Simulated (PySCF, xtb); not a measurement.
YCl₂, SMILES [Cl][Y+][Cl], charge +1.

GFN2-xTB in xtb at its own geometry gives an orbital gap of 1.10 eV.

Geometry: B3LYP-D3(BJ)/def2-TZVP. The multiplicity is an assumed one; other spin states were not compared. The isomer is the one that the SMILES or the coordinates give; other isomers of the formula were not compared. The def2 effective core potentials stand for the cores of Y; spin–orbit coupling is left out.

Question: What does CAM-B3LYP/def2-TZVPD (PySCF) give? (Estimate from the structure and the level; the computed values follow.)

Answer: gap 7.80 eV (levels -15.13 and -7.33 eV).
